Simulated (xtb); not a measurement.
xtb was given this input:
```
$ xtb mol.xyz --gfn 2 --chrg -1 --uhf 1 --json

# file mol.xyz
5

Cl    -0.73927498    -1.61454827    -1.82718074
Ge    -0.19848263    -0.16397815     0.08629560
Cl     2.05412351    -0.43159502     0.15916763
Cl    -0.31402701     1.86919085    -0.91572080
Cl    -0.62720716     0.48561719     2.42129515
```

Task: What does this run give for the partial charges in atom order, total energy?

Result: 
* **partial charges in atom order**: Cl1 -0.40, Ge2 0.44, Cl3 -0.32, Cl4 -0.32, Cl5 -0.40
* **total energy**: -20.579952 Ha
